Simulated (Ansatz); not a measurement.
A search over several starts for the lowest SCF solution of the cluster WSe2 at the given spin, in a small basis.

```yaml
crystal:
  periodic: [false, false, false]
  atoms:
    - {symbol: W, position_ang: [0.655948, -0.503329, -0.290459]}
    - {symbol: Se, position_ang: [-1.112669, -1.200662, 0.889460]}
    - {symbol: Se, position_ang: [0.456721, 1.703991, -0.599002]}
basis:
  gaussian: {orbitals: def2-SVP}
magnetization: {spin_polarized: true, initial_magnetization: 0}
hamiltonian: {xc: pbe0, dispersion: d4}
output: {orbitals: {seedname: orbitals}}
```

```sh
$ ansatz run in.yaml --threads 4 --pin off --events-out ev --progress --plain --max-ram 3916MiB
```

Output, abridged:

```
Functional definition: PBE0
  name "PBE0"
  cite "Adamo & Barone, J. Chem. Phys. 110, 6158 (1999) doi:10.1063/1.478522"
  cite "Perdew, Burke & Ernzerhof, Phys. Rev. Lett. 77, 3865 (1996) doi:10.1103/PhysRevLett.77.3865"
  parent pbe
  parameter a = 0.25
  parameter kappa = 0.804
  parameter beta = 0.06672455060314922
  exchange = (1 - a)*pbe_x(kappa = kappa, mu = beta*pi^2/3) + a*exact_x
  correlation = pbe_c(beta = beta)
931 factors; integrals over basis functions are off by at most 5.9e-4 eV
mean field evaluation 1: about -132491.9496 eV, gradient 1.3e1 eV
mean field evaluation 2: about -132491.4368 eV, gradient 1.8e1 eV
mean field evaluation 4: about -132492.8363 eV, gradient 3.6e0 eV
mean field evaluation 8: about -132492.9380 eV, gradient 1.1e-1 eV
mean field evaluation 16: about -132492.9384 eV, gradient 7.1e-4 eV
mean field evaluation 32: about -132493.2675 eV, gradient 2.1e-4 eV
mean field evaluation 64: about -132493.2599 eV, gradient 1.0e0 eV
mean field -132493.26745998 eV, -4869.0377719921 hartree, gradient 1.6e-5 eV, S^2 0.862954; 9 other end points of the search recorded, 0 dependent functions left out
reference -132493.26748745 eV, -4869.0377730014 hartree; 41, 41 occupied and 55, 55 virtual orbitals, 931 factors
Total energy: -132493.36945984 eV, -4869.0415204179 hartree
```

It took 3.9 s on 4 threads of AMD EPYC 9R45 on a shared host.

Other converged states that the search met: 0.33 eV higher (⟨S²⟩ = 0.00).

In the def2 sets W takes a core potential; there is no spin–orbit coupling. The unrestricted singlet has broken spin symmetry (⟨S²⟩ up to 0.86). At PBE0-D4/def2-TZVP a triplet of charge 0 lies 0.26 eV below the unrestricted singlet, which stands at the restricted singlet's geometry. The structure comes from a short search, and lower isomers may exist.
